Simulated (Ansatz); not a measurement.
Ligand exchange on a metal centre used in film growth or etching (Zn H-SH). Gas-phase values, no solvent. One relaxed conformer stands for each flexible species; it need not be the lowest.

Quantity: redistribution energy (mixed species minus the weighted end members), in kJ/mol.

Case: 1 of 2 H replaced by SH: [Zn(H)(SH)]. The other species in the difference include [Zn(H)2] (neutral, multiplicity 1). Geometry of [Zn(H)(SH)] (neutral, multiplicity 1, Å):

```xyz
4

Zn     0.0549    -0.0074    -0.0677
H      1.2526    -0.5371     0.7385
S     -1.6595     0.7555    -1.1966
H     -1.1554     0.2577    -2.3632
```

Task: Give the redistribution energy (mixed species minus the weighted end members) at the level frozen-core MP2/def2-TZVPP // PBE-D3(BJ)/def2-SVP (Ansatz, an electronic-structure program).

Result: -4.62 kJ/mol.
